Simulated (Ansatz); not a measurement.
```yaml
crystal:
  periodic: [true, true, true]
  atoms:
    - {symbol: C, position_ang: [-1.328482, 0.778985, -0.772224]}
    - {symbol: Al, position_ang: [-0.086559, -0.664051, -0.342997]}
    - {symbol: C, position_ang: [1.357737, -0.319570, 0.973372]}
    - {symbol: F, position_ang: [2.172608, -1.437492, 1.183062]}
    - {symbol: H, position_ang: [-2.359545, 0.480485, -0.553227]}
    - {symbol: H, position_ang: [-1.127072, 1.705003, -0.228143]}
    - {symbol: H, position_ang: [-1.299810, 1.008188, -1.843139]}
    - {symbol: H, position_ang: [-0.206075, -2.094991, -1.019363]}
    - {symbol: H, position_ang: [0.953503, -0.016500, 1.949408]}
    - {symbol: H, position_ang: [2.006795, 0.508745, 0.656350]}
basis:
  gaussian: {orbitals: "6-31++G**"}
hamiltonian: {xc: {name: HF}, pseudopotentials: {relativity: none}}
accuracy: high
```

```sh
$ ansatz run in.yaml --threads 2 --pin off --events-out ev --progress --plain --max-ram 4352MiB
```

It prints (some lines left out):

```
Error: YAML parse error: error: line 2 column 3: crystal: missing field `lattice` (a structure is typed as `lattice` and `atoms`, a molecule's as `atoms` in Å alone, or read from a run's directory, `checkpoint`)
 --> <input>:2:3
1 | crystal:
2 |   periodic: [true, true, true]
3 |   atoms:
4 |     - {symbol: C, position_ang: [-1.328482, 0.778985, -0.772224]}
```

Something in this input is off. What?

The molecule is marked periodic without a cell. The input was rejected before any iteration.
